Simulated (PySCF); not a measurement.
## Simulated characterisation data

PySCF 2.14.0 with density-fitted response routines calculation with coordinates at the GFN2-xTB level and shielding tensors at PBE0/pcSseg-1 (GIAO); non-relativistic Hamiltonian, one computed conformer, gas phase, fast rotation and ring inversion assumed for equivalent nuclei.

δ = σ(ref) − σ, references computed at the same level: 1H (σref 31.72) and 13C (σref 186.93) against TMS. Splittings of carbon signals by F and P are missing where no couplings were computed. Where no couplings were computed, multiplicities follow the n + 1 count of equivalent neighbours, and m marks all less simple cases (inequivalent or close neighbours, rings, F or P nearby). Shifts are as computed. Against solution values, carbons near 30 ppm lie about +3 ppm off and those near 130 ppm about +5 ppm. Of 1211 compounds with measured shifts, 218 miss one by over three times the rms of a fit or turn the order of signals round; such compounds aren't used in these exercises.

Compound 1 (C₅H₅F₃Si). 1H NMR (600 MHz, computed): δ 6.26 (m, 1H), 3.57 (d, 1H), 2.30 (s, 3H). 13C{1H} NMR (computed): δ 146.5, 134.3, 103.5, 82.6, 20.9. Structure: `C#C/C=C(\C)[Si](F)(F)F`.

Compound 2 (C₅H₅F₃Si). 1H NMR (600 MHz, computed): δ 6.06 (m, 1H), 5.52 (m, 1H), 5.52 (m, 1H), 3.15 (d, 2H). 13C{1H} NMR (computed): δ 139.1, 126.8, 114.5, 75.2, 28.5. Structure: SMILES C=CCC#C[Si](F)(F)F.

Compound 3 (C₇H₉F). 1H NMR (600 MHz, computed): δ 5.91 (m, 1H), 5.48 (m, 1H), 5.45 (m, 1H), 5.43 (m, 1H), 5.39 (m, 1H), 4.86 (m, 1H), 3.63 (m, 1H), 3.09 (m, 1H), 3.05 (m, 1H). 13C{1H} NMR (computed): δ 151.8, 146.5, 123.5, 117.3, 92.2, 61.4, 40.8. Structure: `C=C[C@@H]1C(=C)C[C@H]1F`.
